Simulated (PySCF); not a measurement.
Computed with PBE0-D3(BJ)/def2-TZVP (PySCF 2.14.0). Isolated molecules, 0 K electronic values unless said otherwise. Delta-SCF ions had no search for a lower state. Excitations are Tamm–Dancoff values on a coarser integration grid. The basis has no diffuse functions, so Rydberg states are missing or too high.

Reference species (SMILES): `C=[SiH2]` (neutral, multiplicity 1).

The vertical ionisation energy (Delta-SCF) is 8.75 eV and the T1 excitation (TDA) is 2.58 eV.

Changed species: `C=[SiH]F` (X = fluoro; the reference has X = H).

### Question
Give the shifts of the vertical ionisation energy (Delta-SCF) and T1 excitation (TDA).

### Answer
the vertical ionisation energy (Delta-SCF) increases by 0.10 eV, to 8.85 eV; the T1 excitation (TDA) rises by 0.54 eV, to 3.12 eV.
